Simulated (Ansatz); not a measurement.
Frontier orbitals of FGeH6NSi, SMILES `F[SiH2][NH][GeH3]`.

Charge 0, multiplicity 1. Correlated methods include outer-core shells of Ge, which these sets cover unevenly. Scalar relativity is left out up to krypton. The structure was optimised at the PBE0-D4/def2-TZVP level. It is one conformer, not always the lowest. Basis def2-TZVPP, Ansatz 0.2.0.

Orbital energies of one run (eV). Highest occupied ones, from the top: -7.33, -8.70, -9.33, -9.62, -9.81, -10.97, -11.57, -11.73, -12.64, -14.65, -15.31, -23.03, -32.06, -32.26. Empty: -0.07, 0.79, 1.00, 1.42, 1.49, 1.78.

Q: Which functional gave them?
A. r2SCAN0
B. ωB97M-V
C. r2SCAN
D. r2SCANh

A: D. HOMO energies: r2SCANh -7.33, r2SCAN -6.82, ωB97M-V -10.22, r2SCAN0 -8.11 eV.
